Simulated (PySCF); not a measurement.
H5N2Si, CH3ClOSi, Al2H2O, CH6NOSi and others (calculated)

Computed with PySCF 2.14.0. Calculation on a computer-drawn molecule: the log of a Hartree-Fock and frozen-core CCSD(T) single point meant for a local Hartree-Fock minimum, with one planted fault or none, to be diagnosed. Offsets are logged minus clean, where the clean run is the same molecule without the fault. The reference is restricted for singlets and unrestricted otherwise, and also for a bond in bohr or an excited solution. Adding or removing an electron swaps singlet and doublet. The excited solution moves the top pair (singlet) or top alpha electron (doublet) to the lowest empty orbital. Highest occupied and lowest empty are orbital energies over both spins, largest force is the largest gradient component, triples share is (T) over the correlation energy, the T1 limit is 0.02 restricted and 0.045 unrestricted, electrons count all cores, a negative frequency is imaginary (commonest isotopes), and the dipole is about the centre of nuclear charge.

Common to all runs: meant basis cc-pV(D+d)Z; logged SCF converged yes; possible faults no fault, one electron removed, one electron added, multiplicity raised by two, geometry at a saddle point, SCF held on an excited solution, minimal basis STO-3G, one bond length entered in bohr, all coordinates scaled.

```json
{"entry": 1, "formula": "H5N2Si", "logged_structure": {"atoms_angstrom": [["N", -2.0061, -1.8806, -0.1263], ["Si", -0.992, -1.085, -1.2667], ["N", 0.1952, -0.2335, -0.3549], ["H", -2.7828, -0.8853, 1.2916], ["H", -2.6217, -2.6108, -0.4288], ["H", -1.6314, -0.0446, -2.1283], ["H", 0.7141, 0.5021, -0.7972], ["H", 0.7811, -0.7409, 0.2822]]}, "given": {"meant_charge": 0, "meant_multiplicity": 2, "logged_electrons": 33, "logged_basis_functions": 76, "logged_spin_squared": 1.3657, "logged_highest_occupied [eV]": -8.6688, "logged_lowest_empty [eV]": 2.0878, "logged_largest_force [hartree/bohr]": 0.024772, "logged_T1_diagnostic": 0.056351, "logged_D1_diagnostic": 0.29434, "logged_triples_share": 0.033319, "logged_CC_converged": "yes", "logged_dipole_magnitude [debye]": 1.7597, "logged_SCF_stable_within_its_kind": "yes", "logged_energy_HF [hartree]": -400.64044, "logged_energy_CCSD(T) [hartree]": -401.11327, "drawn_bonds_atom": [1, 2, 1, 1, 2, 3, 3], "drawn_bonds_other_atom": [2, 3, 4, 5, 6, 7, 8], "drawn_bonds_order": [1, 1, 1, 1, 1, 1, 1]}, "results": {"planted_fault": "one bond length entered in bohr, row 3 of the drawn bonds", "HF_energy_offset_from_clean_run [kcal/mol]": 77.34, "CCSD(T)_energy_offset_from_clean_run [kcal/mol]": 77.79}, "notes": ["T1 above single-reference limit"]}
{"entry": 2, "formula": "CH3ClOSi", "logged_structure": {"atoms_angstrom": [["O", 0.3864, -3.3393, -0.2891], ["C", 0.6478, -2.2923, -1.116], ["Si", 1.2053, -0.7176, -0.7827], ["Cl", 1.49, 0.6176, -2.3082], ["H", 0.5566, -3.1116, 0.6125], ["H", 0.4517, -2.558, -2.1486], ["H", 1.5241, -0.1737, 0.5366]]}, "given": {"meant_charge": 0, "meant_multiplicity": 1, "logged_electrons": 48, "logged_basis_functions": 89, "logged_spin_squared": 2.0309, "logged_highest_occupied [eV]": -5.77, "logged_lowest_empty [eV]": 0.98056, "logged_largest_force [hartree/bohr]": 0.10231, "logged_T1_diagnostic": 0.017596, "logged_D1_diagnostic": 0.09536, "logged_triples_share": 0.025657, "logged_CC_converged": "yes", "logged_dipole_magnitude [debye]": 1.8398, "logged_SCF_stable_within_its_kind": "yes", "logged_energy_HF [hartree]": -862.82048, "logged_energy_CCSD(T) [hartree]": -863.3991, "drawn_bonds_atom": [1, 2, 3, 1, 2, 3], "drawn_bonds_other_atom": [2, 3, 4, 5, 6, 7], "drawn_bonds_order": [1, 2, 1, 1, 1, 1]}, "results": {"planted_fault": "multiplicity raised by two", "HF_energy_offset_from_clean_run [kcal/mol]": 41.75, "CCSD(T)_energy_offset_from_clean_run [kcal/mol]": 62.47}}
{"entry": 3, "formula": "Al2H2O", "logged_structure": {"atoms_angstrom": [["O", 2.8028, 0.3787, -2.3481], ["Al", 1.6022, 1.1603, -1.6922], ["Al", -0.3845, 2.4538, -0.6066], ["H", -0.1621, 3.1604, 0.7815], ["H", -1.7635, 2.5005, -1.3629]]}, "given": {"meant_charge": 0, "meant_multiplicity": 1, "logged_electrons": 36, "logged_basis_functions": 70, "logged_spin_squared": 0.0, "logged_highest_occupied [eV]": -4.7962, "logged_lowest_empty [eV]": -7.0675, "logged_largest_force [hartree/bohr]": 0.22696, "logged_CC_converged": "no", "logged_dipole_magnitude [debye]": 6.7685, "logged_SCF_stable_within_its_kind": "no", "logged_energy_HF [hartree]": -559.37863, "drawn_bonds_atom": [1, 2, 3, 3], "drawn_bonds_other_atom": [2, 3, 4, 5], "drawn_bonds_order": [2, 1, 1, 1]}, "results": {"planted_fault": "SCF held on an excited solution", "HF_energy_offset_from_clean_run [kcal/mol]": 285.5}, "notes": ["CCSD not converged"]}
{"entry": 4, "formula": "CH6NOSi", "logged_structure": {"atoms_angstrom": [["C", 0.962, -1.2701, -0.6388], ["Si", -0.1552, -1.8952, -2.0166], ["N", -1.6085, -0.9589, -1.9593], ["O", 0.5185, -1.6847, -3.5162], ["H", 1.9219, -1.7917, -0.6525], ["H", 1.151, -0.1976, -0.7575], ["H", 0.5054, -1.4303, 0.3424], ["H", -2.3418, -1.1713, -2.6119], ["H", -2.011, -0.7576, -1.0617], ["H", 0.5065, -0.8065, -3.8719]]}, "given": {"meant_charge": 0, "meant_multiplicity": 2, "logged_electrons": 40, "logged_basis_functions": 95, "logged_spin_squared": 0.0, "logged_highest_occupied [eV]": -17.487, "logged_lowest_empty [eV]": -6.0081, "logged_largest_force [hartree/bohr]": 0.11518, "logged_T1_diagnostic": 0.019611, "logged_D1_diagnostic": 0.084396, "logged_triples_share": 0.028601, "logged_CC_converged": "yes", "logged_dipole_magnitude [debye]": 2.7378, "logged_SCF_stable_within_its_kind": "yes", "logged_energy_HF [hartree]": -459.40171, "logged_energy_CCSD(T) [hartree]": -460.04839, "drawn_bonds_atom": [1, 2, 2, 1, 1, 1, 3, 3, 4], "drawn_bonds_other_atom": [2, 3, 4, 5, 6, 7, 8, 9, 10], "drawn_bonds_order": [1, 1, 1, 1, 1, 1, 1, 1, 1]}, "results": {"planted_fault": "one electron removed", "HF_energy_offset_from_clean_run [kcal/mol]": 163.5, "CCSD(T)_energy_offset_from_clean_run [kcal/mol]": 159.3}}
{"entry": 5, "formula": "B2H5OSi", "logged_structure": {"atoms_angstrom": [["B", -1.549, 1.5178, 0.5322], ["B", -0.1604, 0.5477, 0.3887], ["O", -0.0992, -0.7197, 1.0403], ["Si", 0.0734, -2.102, 1.7049], ["H", -1.6431, 2.3166, 1.4182], ["H", -2.4429, 1.42, -0.2575], ["H", 0.8274, 0.8123, -0.2261], ["H", -0.3561, -3.2834, 0.9717], ["H", 0.6386, -2.163, 3.0446]]}, "given": {"meant_charge": 1, "meant_multiplicity": 1, "logged_electrons": 37, "logged_basis_functions": 90, "logged_spin_squared": 0.7692, "logged_highest_occupied [eV]": -6.4642, "logged_lowest_empty [eV]": 1.6623, "logged_largest_force [hartree/bohr]": 0.098068, "logged_T1_diagnostic": 0.015603, "logged_D1_diagnostic": 0.047199, "logged_triples_share": 0.024271, "logged_CC_converged": "yes", "logged_dipole_magnitude [debye]": 0.91763, "logged_SCF_stable_within_its_kind": "yes", "logged_energy_HF [hartree]": -416.0395, "logged_energy_CCSD(T) [hartree]": -416.52626, "drawn_bonds_atom": [1, 2, 3, 1, 1, 2, 4, 4], "drawn_bonds_other_atom": [2, 3, 4, 5, 6, 7, 8, 9], "drawn_bonds_order": [1, 1, 1, 1, 1, 1, 1, 1]}, "results": {"planted_fault": "one electron added", "HF_energy_offset_from_clean_run [kcal/mol]": -131.3, "CCSD(T)_energy_offset_from_clean_run [kcal/mol]": -138.8}}
{"entry": 6, "formula": "CH4AlBN", "logged_structure": {"atoms_angstrom": [["N", 0.2475, 1.3642, 2.4664], ["B", -0.3988, 1.5957, 1.3098], ["C", -1.1093, 1.8299, 0.107], ["Al", -2.8995, 1.5892, -0.1455], ["H", 0.404, 2.0792, 3.1527], ["H", 0.6855, 0.4862, 2.6767], ["H", -0.5275, 2.187, -0.7439], ["H", -4.415, 1.3874, -0.3662]]}, "given": {"meant_charge": 1, "meant_multiplicity": 1, "logged_electrons": 33, "logged_basis_functions": 85, "logged_spin_squared": 0.756, "logged_highest_occupied [eV]": -22.647, "logged_lowest_empty [eV]": -11.425, "logged_largest_force [hartree/bohr]": 0.089, "logged_T1_diagnostic": 0.014624, "logged_D1_diagnostic": 0.043897, "logged_triples_share": 0.028107, "logged_CC_converged": "yes", "logged_dipole_magnitude [debye]": 1.5713, "logged_SCF_stable_within_its_kind": "yes", "logged_energy_HF [hartree]": -360.56999, "logged_energy_CCSD(T) [hartree]": -360.99032, "drawn_bonds_atom": [1, 2, 3, 1, 1, 3, 4], "drawn_bonds_other_atom": [2, 3, 4, 5, 6, 7, 8], "drawn_bonds_order": [1, 2, 1, 1, 1, 1, 1]}, "results": {}}
{"entry": 7, "formula": "C2H6OSi", "logged_structure": {"atoms_angstrom": [["C", -0.87, -0.7134, 0.7659], ["Si", -1.7783, 0.9089, 0.7716], ["C", -1.5041, 1.8638, -0.8], ["O", -2.631, 1.3903, 1.909], ["H", -1.0617, -1.2685, 1.6843], ["H", -1.1766, -1.322, -0.0906], ["H", 0.2076, -0.5456, 0.6702], ["H", -1.8649, 1.2912, -1.6606], ["H", -0.436, 2.0425, -0.9594], ["H", -2.0247, 2.821, -0.7682]]}, "given": {"meant_charge": 0, "meant_multiplicity": 1, "logged_electrons": 41, "logged_basis_functions": 95, "logged_spin_squared": 0.7686, "logged_highest_occupied [eV]": 1.4324, "logged_lowest_empty [eV]": 8.4651, "logged_largest_force [hartree/bohr]": 0.053036, "logged_T1_diagnostic": 0.015064, "logged_D1_diagnostic": 0.066881, "logged_triples_share": 0.028409, "logged_CC_converged": "yes", "logged_dipole_magnitude [debye]": 4.7464, "logged_SCF_stable_within_its_kind": "yes", "logged_energy_HF [hartree]": -442.97357, "logged_energy_CCSD(T) [hartree]": -443.61264, "drawn_bonds_atom": [1, 2, 2, 1, 1, 1, 3, 3, 3], "drawn_bonds_other_atom": [2, 3, 4, 5, 6, 7, 8, 9, 10], "drawn_bonds_order": [1, 1, 2, 1, 1, 1, 1, 1, 1]}, "results": {}, "notes": ["highest electron not bound in this basis"]}
{"entry": 8, "formula": "BH9Si3", "logged_structure": {"atoms_angstrom": [["Si", -2.4713, 0.2588, 2.0574], ["B", -0.3118, -0.3041, 1.851], ["Si", 0.6565, -1.0108, -0.0338], ["Si", 1.7246, 1.0536, -1.2224], ["H", -2.67, 1.5731, 3.0007], ["H", -3.1967, 0.5437, 0.6266], ["H", -3.2268, -1.0038, 2.7675], ["H", 0.4491, -0.1946, 2.9238], ["H", -0.4116, -1.6863, -1.0664], ["H", 1.8396, -2.0983, 0.2514], ["H", 2.8637, 1.7266, -0.2726], ["H", 2.4124, 0.5995, -2.626], ["H", 0.5883, 2.178, -1.5367]]}, "given": {"meant_charge": 0, "meant_multiplicity": 1, "logged_electrons": 56, "logged_basis_functions": 128, "logged_spin_squared": 0.0, "logged_highest_occupied [eV]": -9.8791, "logged_lowest_empty [eV]": 0.58329, "logged_largest_force [hartree/bohr]": 0.036774, "logged_T1_diagnostic": 0.01462, "logged_D1_diagnostic": 0.041955, "logged_triples_share": 0.029888, "logged_CC_converged": "yes", "logged_dipole_magnitude [debye]": 0.46929, "logged_SCF_stable_within_its_kind": "yes", "logged_energy_HF [hartree]": -896.6062, "logged_energy_CCSD(T) [hartree]": -897.10374, "drawn_bonds_atom": [1, 2, 3, 1, 1, 1, 2, 3, 3, 4, 4, 4], "drawn_bonds_other_atom": [2, 3, 4, 5, 6, 7, 8, 9, 10, 11, 12, 13], "drawn_bonds_order": [1, 1, 1, 1, 1, 1, 1, 1, 1, 1, 1, 1]}, "results": {}}
```

To be estimated
1. CH4AlBN (entry 6): planted fault?
2. Give the missing planted fault for C2H6OSi (entry 7).
3. Give the missing planted fault for BH9Si3 (entry 8).

## Answers
1. one electron removed
2. one electron added
3. all coordinates scaled, by +9.8 %

Further results for CH4AlBN (entry 6):

* HF energy offset from clean run: 289 kcal/mol
* CCSD(T) energy offset from clean run: 317.9 kcal/mol

Further results for C2H6OSi (entry 7):

* HF energy offset from clean run: 50.57 kcal/mol
* CCSD(T) energy offset from clean run: 44.25 kcal/mol

Further results for BH9Si3 (entry 8):

- HF energy offset from clean run: 51.31 kcal/mol
- CCSD(T) energy offset from clean run: 46.06 kcal/mol
